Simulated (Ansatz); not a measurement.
Cost and result up the ladder for ZrF₄ (5 atoms). The state is a singlet with charge 0. Geometry: PBE-D4/def2-SVP.

```
atom   x (Å)   y (Å)   z (Å)
 Zr1   0.000   0.000   0.000
  F2   1.083   1.061   1.158
  F3  -0.040   0.792  -1.736
  F4  -1.774  -0.094   0.698
  F5   0.731  -1.759  -0.120
```

Ansatz on 4 threads of Arm Neoverse V1 on a shared host. Times are rough, and most runs start from the orbitals of an earlier one. ωB97X-V/def2-TZVP serves as the yardstick here, not as an exact answer. Differences are given only for rows in sets of like size (and for xTB, whose basis is part of the method), since another set adds its own error. Binding counts from free atoms at the same level (Zr triplet, F doublet; other spins of the atoms weren't run), without zero-point energy or a counterpoise term.

In the def2 sets Zr takes a core potential; there is no spin–orbit coupling. LC-ωPBE has ω = 0.4 bohr⁻¹. B3LYP takes the VWN-RPA correlation. HSE06 is defined as in plane-wave codes, on full-range PBE exchange. Correlated methods freeze 4 core orbitals; core or outer-core shells of Zr are correlated, in sets that lack core-valence functions.

Correlated methods converge slowly with the basis.

```json
{"level": "ωB97X-V/def2-TZVP", "functions": "164", "binding energy per atom (eV)": "5.41", "difference from ωB97X-V/def2-TZVP (eV)": "0.00"}
{"level": "BLYP-D4/def2-TZVP", "functions": "164", "binding energy per atom (eV)": "5.50", "difference from ωB97X-V/def2-TZVP (eV)": "0.08"}
{"level": "HF/def2-TZVP", "functions": "164", "binding energy per atom (eV)": "3.91", "difference from ωB97X-V/def2-TZVP (eV)": "-1.50"}
{"level": "LC-ωPBE/def2-TZVP", "functions": "164", "binding energy per atom (eV)": "5.47", "difference from ωB97X-V/def2-TZVP (eV)": "0.05"}
{"level": "B3LYP-D4/def2-TZVP", "functions": "164", "binding energy per atom (eV)": "5.34", "difference from ωB97X-V/def2-TZVP (eV)": "-0.08"}
{"level": "PBE0-D4/def2-TZVP", "functions": "164", "binding energy per atom (eV)": "5.31", "difference from ωB97X-V/def2-TZVP (eV)": "-0.11"}
{"level": "LDA (SPW92)/def2-TZVP", "functions": "164", "binding energy per atom (eV)": "6.24", "difference from ωB97X-V/def2-TZVP (eV)": "0.83"}
{"level": "MP2/def2-TZVP", "functions": "164", "binding energy per atom (eV)": "5.57", "difference from ωB97X-V/def2-TZVP (eV)": "0.15"}
{"level": "PBE0-D4/def2-SVP", "functions": "87", "binding energy per atom (eV)": "5.43", "difference from ωB97X-V/def2-TZVP (eV)": "–"}
{"level": "CCSD(T)/def2-TZVPP", "functions": "180", "binding energy per atom (eV)": "5.30", "difference from ωB97X-V/def2-TZVP (eV)": "-0.11"}
{"level": "PBE0-D4/def2-TZVPD", "functions": "200", "binding energy per atom (eV)": "5.31", "difference from ωB97X-V/def2-TZVP (eV)": "-0.10"}
{"level": "HSE06-D4/def2-TZVP (with forces)", "functions": "164", "binding energy per atom (eV)": "5.31", "difference from ωB97X-V/def2-TZVP (eV)": "-0.11"}
```

(1) Estimate how long each takes.

## Answers

(1) LDA (SPW92)/def2-TZVP 0.6 s; HF/def2-TZVP 0.7 s; PBE0-D4/def2-SVP 0.75 s; BLYP-D4/def2-TZVP 1.2 s; MP2/def2-TZVP 1.2 s; LC-ωPBE/def2-TZVP 1.4 s; B3LYP-D4/def2-TZVP 1.4 s; PBE0-D4/def2-TZVP 1.4 s; PBE0-D4/def2-TZVPD 2 s; HSE06-D4/def2-TZVP (with forces) 2.2 s; ωB97X-V/def2-TZVP 4.6 s; CCSD(T)/def2-TZVPP 85 s. On shared hardware such times vary by a factor of up to 3.
